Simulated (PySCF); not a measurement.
Molecule: sum formula H4BSiO3, charge 0, multiplicity 2. It need not be the lowest isomer of its formula. SMILES: OB(O[SiH2])O
Geometry from a B3LYP-D3(BJ)/def2-TZVP (Ansatz) optimisation:
```xyz
9

O     -1.9987    -0.8992    -0.2162
B     -0.8876    -0.0999    -0.2492
O     -0.9631     1.1448    -0.8093
O      0.3021    -0.5341     0.2721
Si     1.7918     0.1798     0.4199
H     -1.8316    -1.7513     0.1978
H     -1.8405     1.3539    -1.1442
H      1.6735     1.4682     1.1558
H      2.6292    -0.7811     1.1848
```
Charge 0, spin multiplicity 2.

Dispersion corrections to the total energy (kcal/mol) from the dftd3 and dftd4 libraries through PySCF: D3(BJ) without and D4 with the three-body term, each with the damping fitted for the functional named.

```
functional      D3(BJ)          D4
----------  ----------  ----------
TPSSh            -4.35  (withheld)
HSE06            -2.55       -3.16
PBE0             -3.25       -3.40
BP86        (withheld)       -5.41
B3LYP            -6.57       -6.51
PBE         (withheld)       -4.03
LC-wPBE          -3.59       -4.49
```

Question: What belongs in the gaps?

Answer: 
- TPSSh, D4: -4.95
- BP86, D3(BJ): -6.10
- PBE, D3(BJ): -3.69
